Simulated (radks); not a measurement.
Valence configurations of neutral promethium (all share [Xe]). All-electron calculation, scalar-relativistic Kohn-Sham, PBE, spin-polarised, spherical densities, finite nucleus; open shells are filled with parallel spins first (spin-orbit coupling, left out, can overturn this in heavy ions); Fermi nuclear charge, rms radius 4.962 fm. Program: a radial shooting solver on a logarithmic mesh with Libxc functionals. Energies are relative to 4f5 6s2; eigenvalues in eV for spin up.

valence          E (eV)  moment (Bohr magnetons)    e(4f)   e(5d)   e(6p)   e(6s)
4f5 6s2           0.000                        5   -3.158       -       -  -3.623
4f4 5d1 6s2       3.235                        5   -8.576  -3.201       -  -4.123
4f4 5d2 6s1       3.460                        7   -6.789  -2.376       -  -3.794
4f5 5d2           3.101                        7   -1.161  -1.116       -       -
4f5 5d1 6s1       1.111                        7   -1.894  -1.508       -  -3.455
4f5 6s1 6p1       1.747                        7   -4.250       -  -2.036  -4.577
4f4 6s2 6p1       5.497                        5  -11.742       -  -2.424  -5.447
4f5.5 6s1.5       0.661                        6   -0.459       -       -  -3.302
4f3 5d1 6s1 6p2  16.633                        7  -19.025  -7.453  -3.128  -6.644

NIST lists [Xe] 4f5 6s2 as the ground configuration; this level of theory agrees among the configurations tried. The energies are those of spherical high-spin densities, not of single terms. No valid solution was reached for [Xe] 4f6 6s1.
